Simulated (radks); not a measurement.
The numbers below are computed, except where a source is named.
Problem. These are the eigenvalues of the occupied orbitals of an atom or ion with whole-number occupations (hartree). Code: a radial shooting solver on a logarithmic mesh with Libxc functionals. Model: scalar-relativistic Kohn-Sham, LDA (Slater exchange, Perdew-Wang correlation), spin-unpolarised, spherical densities, finite nucleus; Fermi nuclear charge, rms radius of each element as measured or else 0.836 A^(1/3) + 0.57 fm.

| orbital | eigenvalue |
|---|---|
| 1s | -2879.284 |
| 2s | -506.3934 |
| 2p | -439.2794 |
| 3s | -119.3901 |
| 3p | -99.83561 |
| 3d | -78.54718 |
| 4s | -26.09399 |
| 4p | -19.67570 |
| 4d | -11.86648 |
| 5s | -4.34204 |
| 4f | -3.18305 |
| 5p | -2.65271 |
| 5d | -0.78048 |
| 7s | -0.20114 |

Which element is it, and in what charge state? The configuration may be excited.

Solution. Z = 78, platinum, charge +1: Pt+ in [Xe] 4f14 5d8 7s1. The list shows which subshells hold electrons but not how many an open one holds; the 1s level, -2879.3 hartree, gives Z - s = 75.9 by -(Z - s)^2/2, which with screening and relativity narrows Z to a few neighbours, and the depths of the outer levels then fix element, charge and occupations together.
